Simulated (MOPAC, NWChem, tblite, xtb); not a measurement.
C2H5BO (SMILES B1CCO1): the dipole moment, rung by rung

C2H5BO: 9 atoms, total charge 0, spin state singlet. SMILES: `B1CCO1`. The coordinates come from a PBE0-D4/def2-TZVP relaxation.

Quantity: the dipole moment, in D. The values are calculated.

| level | kind | program | value (D) | CPU time |
| --- | --- | --- | --- | --- |
| GFN2-xTB | semi-empirical | tblite | 1.72 | under 2 s |
| PM7 | semi-empirical | MOPAC | 1.60 | under 2 s |
| GFN1-xTB | semi-empirical | xtb | 2.19 | under 2 s |
| IPEA1-xTB | semi-empirical | tblite | 2.64 | under 2 s |
| HF/STO-3G | Hartree–Fock | NWChem | 1.27 | 1.7 s |
| HF/3-21G | Hartree–Fock | NWChem | 2.26 | 1.8 s |
| BLYP/def2-SVPD | GGA | NWChem | 1.77 | 23 s |
| B3LYP/6-31G* (spherical functions) | global hybrid | NWChem | 1.76 | 14 s |
| B3LYP/6-31G* (Cartesian functions) | global hybrid | NWChem | 1.76 | 15 s |

The values span 1.27 to 2.64 D. Sets without polarisation functions give poor dipoles. CPU times are rough (shared hosts, several kinds of processor): they show what a rung costs within a factor of a few.
